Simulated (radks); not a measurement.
Problem. These are the eigenvalues of the occupied orbitals of an atom or ion with whole-number occupations (eV). Calculated with a radial shooting solver on a logarithmic mesh with Libxc functionals: Dirac Kohn-Sham, PBE, spin-unpolarised, spherical densities, finite nucleus; Fermi nuclear charge, rms radius of each element as measured or else 0.836 A^(1/3) + 0.57 fm.

orbital  eigenvalue
1s1/2     -90478.83
2s1/2     -16265.89
2p1/2     -15636.63
2p3/2     -13317.23
3s1/2     -3946.677
3p1/2     -3660.589
3p3/2     -3141.270
3d3/2     -2669.742
3d5/2     -2559.625
4s1/2     -926.7374
4p1/2     -801.9923
4p3/2     -674.0018
4d3/2     -470.4408
4d5/2     -446.5441
5s1/2     -183.8436
4f5/2     -182.3867
4f7/2     -176.8912
5p1/2     -140.3979
5p3/2     -115.4703
5d3/2      -54.1238
5d5/2      -50.9452
6s1/2      -35.3494
6p1/2      -25.0750
6p3/2      -21.8518
6d3/2      -10.8238
6d5/2      -10.5611

Which element is it, and in what charge state? The configuration may be excited. Open shells, if any, are shared by 2j + 1.

Solution. Z = 83, bismuth, charge +2: Bi2+ in [Xe] 4f14 5d9 6s2 6p1 6d1. The list shows which subshells hold electrons but not how many an open one holds; the 1s level, -3325 hartree, gives Z - s = 81.5 by -(Z - s)^2/2, which with screening and relativity narrows Z to a few neighbours, and the depths of the outer levels then fix element, charge and occupations together.
